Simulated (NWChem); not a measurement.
System: SnF2, singlet; SMILES [F][Sn][F]

Input file for NWChem:

```
start job
memory heap 200 mb stack 900 mb global 1100 mb
geometry units angstroms
  Sn     0.021998    -0.014254     0.313560
  F      0.744244     1.447688    -0.972878
  F     -0.881699    -1.358624    -0.986376
end
basis spherical
  * library def2-svp
end
ecp
  Sn library def2-ecp
end
dft
  xc pbe0
  iterations 150
end
driver
  maxiter 120
end
task dft optimize
dft
  grid fine
  convergence energy 1d-8 density 1d-7
end
task dft freq numerical
```

NWChem printed, in part:

```
             Northwest Computational Chemistry Package (NWChem) 7.3.0
             --------------------------------------------------------

 C2V symmetry detected

                             Geometry "geometry" -> ""
                             -------------------------

 Output coordinates in angstroms (scale by  1.889725989 to convert to a.u.)

  No.       Tag          Charge          X              Y              Z
 ---- ---------------- ---------- -------------- -------------- --------------
    1 Sn                  50.0000     0.00000000     0.00000000     0.34350824
    2 F                    9.0000    -1.62167043     0.00000000    -0.95418954
    3 F                    9.0000     1.62167043     0.00000000    -0.95418954

 Effective nuclear repulsion energy (a.u.)     242.5199642905

      Symmetry information
      --------------------

 Group name             C2v
 Group number             16
 Group order               4
 No. of unique centers     2

                                Z-matrix (autoz)
                                --------

 Units are Angstrom for bonds and degrees for angles

      Type          Name      I     J     K     L     M      Value
      ----------- --------  ----- ----- ----- ----- ----- ----------
    1 Stretch                  1     2                       2.07698
    2 Stretch                  1     3                       2.07698
    3 Bend                     2     1     3               102.66481

                           NWChem Geometry Optimization
                           ----------------------------

 maximum gradient threshold         (gmax) =   0.000450
 rms gradient threshold             (grms) =   0.000300
 maximum cartesian step threshold   (xmax) =   0.001800
 rms cartesian step threshold       (xrms) =   0.001200
 fixed trust radius                (trust) =   0.300000
 source of zmatrix                         =   autoz

          -------------------
          Energy Minimization
          -------------------

 Using diagonal initial Hessian
 Scaling for Hessian diagonals: bonds = 1.00  angles = 0.25  torsions = 0.10

          --------
          Step   0

                                 NWChem DFT Module
                                 -----------------

[...]

      ----------------------
      Optimization converged
      ----------------------

  Step       Energy      Delta E   Gmax     Grms     Xrms     Xmax
  ---- ---------------- -------- -------- -------- -------- --------
@    4    -413.71184545 -1.5D-08  0.00001  0.00000  0.00013  0.00028
                                     ok       ok       ok       ok

                                Z-matrix (autoz)
                                --------

 Units are Angstrom for bonds and degrees for angles

      Type          Name      I     J     K     L     M      Value     Gradient
      ----------- --------  ----- ----- ----- ----- ----- ---------- ----------
    1 Stretch                  1     2                       1.95054    0.00001
    2 Stretch                  1     3                       1.95054    0.00001
    3 Bend                     2     1     3                95.95891    0.00000

                         Geometry "geometry" -> "geometry"
                         ---------------------------------

 Output coordinates in angstroms (scale by  1.889725989 to convert to a.u.)

  No.       Tag          Charge          X              Y              Z
 ---- ---------------- ---------- -------------- -------------- --------------
    1 Sn                  50.0000     0.00000000     0.00000000     0.34883309
    2 F                    9.0000    -1.44906483     0.00000000    -0.95685197
    3 F                    9.0000     1.44906483     0.00000000    -0.95685197

 Effective nuclear repulsion energy (a.u.)     258.9581698886

      Symmetry information
      --------------------

 Group name             C2v
 Group number             16
 Group order               4
 No. of unique centers     2

[...]

 Rotational Constants
 --------------------
 A=   0.344111 cm-1  (  0.495087 K)
 B=   0.211289 cm-1  (  0.303991 K)
 C=   0.130909 cm-1  (  0.188345 K)

 Temperature                      =   298.15K
 frequency scaling parameter      =   1.0000

 Zero-Point correction to Energy  =    2.052 kcal/mol  (  0.003269 au)
 Thermal correction to Energy     =    4.373 kcal/mol  (  0.006968 au)
 Thermal correction to Enthalpy   =    4.965 kcal/mol  (  0.007912 au)

 Total Entropy                    =   67.295 cal/mol-K
   - Translational                =   41.023 cal/mol-K (mol. weight = 155.8986)
   - Rotational                   =   23.254 cal/mol-K (symmetry #  =        2)
   - Vibrational                  =    3.018 cal/mol-K

 Cv (constant volume heat capacity) =    9.781 cal/mol-K
   - Translational                  =    2.979 cal/mol-K
   - Rotational                     =    2.979 cal/mol-K
   - Vibrational                    =    3.822 cal/mol-K

[normal modes left out]

 ----------------------------------------------------------------------------
 Normal Eigenvalue ||           Projected Infra Red Intensities
  Mode   [cm**-1]  || [atomic units] [(debye/angs)**2] [(KM/mol)] [arbitrary]
 ------ ---------- || -------------- ----------------- ---------- -----------
    1        0.000 ||    0.002837           0.065         2.765       1.343
    2        0.000 ||    0.004401           0.102         4.290       2.084
    3        0.000 ||    0.004401           0.102         4.290       2.084
    4        0.000 ||    0.001263           0.029         1.231       0.598
    5        0.000 ||    0.003164           0.073         3.084       1.498
    6        0.000 ||    0.000001           0.000         0.001       0.000
    7      194.038 ||    0.013148           0.303        12.818       6.225
    8      616.298 ||    0.087491           2.018        85.291      41.423
    9      625.449 ||    0.073385           1.693        71.539      34.745
 ----------------------------------------------------------------------------
```

Level: PBE0/def2-SVP with def2 effective core potentials on Sn. Low-valent species are run as closed-shell singlets; no triplet was tried in these runs. def2 effective core potentials on Sn; no spin-orbit coupling.
